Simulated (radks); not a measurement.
The numbers below are computed, except where a source is named.
Task: Numerical settings for the tin ion Sn2+, [Kr] 4d10 5s2. Level of theory: scalar-relativistic Kohn-Sham, PBE, spin-polarised, spherical densities, finite nucleus; Fermi nuclear charge, rms radius 4.6519 fm (a radial shooting solver on a logarithmic mesh with Libxc functionals). The defaults (mesh step 0.008 in ln r, mesh end at 40 bohr or more with all orbitals vanishing there, Anderson mixing 0.5 over 9 steps, residual threshold near 1e-9 with the energy settled to 1e-9 hartree or 1e-11 of itself, here a cap of 71 iterations) give E = -6176.2757 hartree and 5s at -26.091 eV in 14 iterations. Run on one thread of a shared host, so times are rough (Arm Neoverse V1): 0.21 s of CPU time, 0.21 s wall, 14 iterations on 2254 mesh points. One setting is changed at a time: mesh step in ln r 0.02; mesh step in ln r 0.08; mesh step in ln r 0.05; mesh end (bohr) 2; mesh end (bohr) 12; residual threshold 0.1; residual threshold 1e-16; mixing 0.2; linear mixing, mixing 1; linear mixing, mixing 0.5; mixing history 2; iteration cap 3. Which runs fail to converge, and which converge to a wrong energy?

Result: Not converged within the cap: mesh step in ln r 0.08; residual threshold 1e-16; linear mixing, mixing 1; iteration cap 3. Settled on a wrong energy, with an occupied level pushed above zero by the early mesh end: mesh end (bohr) 2 (+7.6 hartree). Apart from these: no run marked as converged misses the energy by more than 1 mhartree.
